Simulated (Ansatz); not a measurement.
AlF3 (SMILES [F][Al]([F])[F]), singlet, geometry from GFN2-xTB (such geometries of metal compounds can be far from the true shape). Base run: SVWN5/6-31G* (Ansatz, an electronic-structure program).

Ansatz was given this input:
Ansatz 0.2 input:
```yaml
crystal:
  periodic: [false, false, false]
  atoms:
    - {symbol: Al, position_ang: [0.00000000, -0.00000000, -0.00000000]}
    - {symbol: F, position_ang: [-0.02093275, 1.63085400, 0.03791596]}
    - {symbol: F, position_ang: [1.42318261, -0.79710311, -0.02717492]}
    - {symbol: F, position_ang: [-1.40224986, -0.83375089, -0.01074104]}
basis:
  gaussian:
    orbitals: 6-31G*
hamiltonian:
  xc: {name: SVWN5}
```

The base run was repeated with changes; each row names its change, and settings that it needs were set with it.

```csv
change,ΔE vs base (kcal/mol)
base,0.000
"final_grid = 6, 12, 29",-0.004
lower_state_search = light,0.000
fitting.mean_field = def2-universal-JKFIT,-0.048
forces = on,0.000
"final_grid = 14, 28, 59",0.000
"final_grid = 10, 20, 41",0.000
"point_charge = charge:0.5 position_ang:4.5487, 0.5221, 0.698",-1.35
"final_grid = 4, 8, 17",0.082
fitting.mean_field = cc-pVTZ-JKFIT,-0.037
"point_charge = charge:-1.0 position_ang:2.0407, -4.0918, 0.7366",0.99
```
